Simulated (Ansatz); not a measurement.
Molecule: AsH5 (charge 0, singlet). 
Structure (B3LYP-D3(BJ)/def2-TZVP (Ansatz, a first-principles code) minimum search):
```xyz
6

As     0.0000     0.0000     0.0000
H      0.0069    -0.0006     1.6054
H     -0.0069     0.0006    -1.6054
H      1.5317     0.0008    -0.0066
H     -0.7666     1.3261     0.0038
H     -0.7651    -1.3269     0.0028
```

Basis-set convergence of Hartree-Fock and MP2 correlation energies (hartree) with Ansatz. Correlated levels leave the core frozen unless marked. Spin-orbit coupling is left out. Frozen are the shells of the preceding noble gas and the d and f shells that filled before the atom's block. Non-relativistic.

| basis | functions | E(HF) | E(corr, MP2) |
|---|---|---|---|
| cc-pVDZ | 52 | -2236.93437 | -0.15435 |
| cc-pVTZ | 113 | -2237.01363 | -0.19315 |
| cc-pVQZ | 218 | -2237.01819 | -0.20631 |

Extrapolating the two largest sets (X = 3 and 4) as X^-3: E(corr) = (64·(-0.20631) - 27·(-0.19315))/37 = -0.2159 Eh, an estimate of the basis-set limit. The largest set recovers 95.6 % of it, the smallest 71.5 %.
